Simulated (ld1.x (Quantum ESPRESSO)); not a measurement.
# What the settings do to the RRKJ potential of Ar

Base potential:

```
Element                 : Ar (Z = 18)
Generator               : ld1.x (Quantum ESPRESSO) 7.5
Type                    : norm-conserving RRKJ (Kleinman–Bylander form)
Functional              : PBE
Relativity              : scalar-relativistic
Frozen core             : [Ne]
Valence charge          : 8
Reference configuration : 3s2 3p6
Partial waves           : 3s (bound): rc 1.25 bohr; 3d channel at -0.15 Ry: rc 0.95 bohr; 3p (bound): rc 1.25 bohr
Local potential         : the p channel
Core correction         : Bessel-smoothed model core inside 0.75 bohr
rho0                    : 0.001
```

Cutoffs, loose and tight: the cutoffs (Ry, on a coarse ladder) from which the occupation-weighted sum of valence levels, in a spherical-Bessel basis at the reference potential, stays within 10 and 1 mRy of its value at 400 Ry. They do not see the model core or the augmentation charge, which bear on the density cutoff. Test errors are all-electron minus pseudo excitation energies from the reference, over the configurations 3s2 3p5; 3s2 3p4; 3s2 3p3; 3s1 3p6; 3s2 3p2; 3s2 3p5.5. A dash means not determined; rows that change the core or the reference have their own tests.

| change | outcome | cutoff, loose | cutoff, tight | bound ghosts | largest test error (meV) |
| --- | --- | --- | --- | --- | --- |
| base | generated | 45 Ry | 100 Ry | none | +172 |
| core correction none | generated | 45 Ry | 100 Ry | none | +159 |
| core correction Bessel-smoothed model core inside 0.38 bohr | generated | 45 Ry | 100 Ry | none | +170 |
| core correction Bessel-smoothed model core inside 0.56 bohr | generated | 45 Ry | 100 Ry | none | +170 |
| core correction Bessel-smoothed model core inside 0.66 bohr | generated | 45 Ry | 100 Ry | none | +170 |
| core correction Bessel-smoothed model core inside 0.78 bohr | generated | 45 Ry | 100 Ry | none | +173 |
| core correction Bessel-smoothed model core inside 0.86 bohr | generated | 45 Ry | 100 Ry | none | +176 |
| core correction Bessel-smoothed model core inside 1.00 bohr | generated | 45 Ry | 100 Ry | none | +172 |
| core correction Bessel-smoothed model core inside 1.10 bohr | generated | 45 Ry | 100 Ry | none | +155 |
